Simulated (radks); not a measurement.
Neutral tungsten, 74 electrons, occupied as [Xe] 4f14 5d4 6s2 (the NIST ground configuration).

Method: Dirac Kohn-Sham, BLYP, spin-unpolarised, spherical densities, point nucleus; open shells are shared between the two j in proportion to 2j + 1; speed of light set to 116.481 atomic units (0.85 times the physical value, a model run); computed with a radial shooting solver on a logarithmic mesh with Libxc functionals.

Energy parts (eV):
part                       energy
total                  -451515.68
kinetic                 541745.86
electron-nucleus      -1158594.06
Hartree                 174466.24
exchange-correlation     -9133.72

Orbitals (lengths in bohr, moments of r in powers of bohr; <r^-3> diverges for s and p1/2; r(max) is where P^2 peaks):
\begin{tabular}{lrrrrrrr}
orbital & occ. & eigenvalue (eV) & <r^2> & <r> & r(max) & <r^-3> & small-component weight \\ \hline
1s1/2 & 2 & -72195.68 & 0.0004231 & 0.01741 & 0.01052 & - & 1.12e-01 \\
2s1/2 & 2 & -12725.52 & 0.006388 & 0.07287 & 0.06238 & - & 2.57e-02 \\
2p1/2 & 2 & -12151.97 & 0.004483 & 0.05961 & 0.04529 & - & 2.58e-02 \\
2p3/2 & 4 & -10103.22 & 0.006155 & 0.07103 & 0.05518 & 17270 & 2.22e-02 \\
3s1/2 & 2 & -2939.045 & 0.04255 & 0.1923 & 0.1778 & - & 8.44e-03 \\
3p1/2 & 2 & -2689.268 & 0.03891 & 0.1823 & 0.1660 & - & 8.36e-03 \\
3p3/2 & 4 & -2243.891 & 0.04822 & 0.2037 & 0.1863 & 3993 & 7.32e-03 \\
3d3/2 & 4 & -1844.951 & 0.03734 & 0.1781 & 0.1455 & 684.6 & 7.15e-03 \\
3d5/2 & 6 & -1756.547 & 0.03985 & 0.1844 & 0.1509 & 545.3 & 6.88e-03 \\
4s1/2 & 2 & -614.0228 & 0.2114 & 0.4322 & 0.4055 & - & 2.81e-03 \\
4p1/2 & 2 & -511.0165 & 0.2176 & 0.4367 & 0.4049 & - & 2.68e-03 \\
4p3/2 & 4 & -406.8747 & 0.2675 & 0.4846 & 0.4475 & 933.5 & 2.28e-03 \\
4d3/2 & 4 & -246.1813 & 0.2921 & 0.5016 & 0.4443 & 140.9 & 2.01e-03 \\
4d5/2 & 6 & -228.7530 & 0.3108 & 0.5176 & 0.4574 & 108.9 & 1.91e-03 \\
5s1/2 & 2 & -86.1918 & 1.180 & 1.024 & 0.9249 & - & 6.38e-04 \\
5p1/2 & 2 & -55.3409 & 1.440 & 1.127 & 0.9904 & - & 5.26e-04 \\
5p3/2 & 4 & -40.1016 & 1.857 & 1.278 & 1.112 & 132.0 & 4.15e-04 \\
4f5/2 & 6 & -31.0950 & 0.4692 & 0.6099 & 0.4281 & 19.39 & 1.34e-03 \\
4f7/2 & 8 & -28.0989 & 0.4926 & 0.6239 & 0.4351 & 18.11 & 1.29e-03 \\
6s1/2 & 2 & -6.1781 & 10.54 & 3.033 & 2.526 & - & 7.34e-05 \\
5d3/2 & 1.6 & -4.4441 & 5.130 & 2.043 & 1.473 & 8.339 & 1.72e-04 \\
5d5/2 & 2.4 & -3.4738 & 5.979 & 2.194 & 1.547 & 5.923 & 1.51e-04 \\
\end{tabular}

The highest occupied level is 5d5/2 at -3.474 eV. The density falls to 0.001 e/bohr^3 at r = 4.76 bohr.
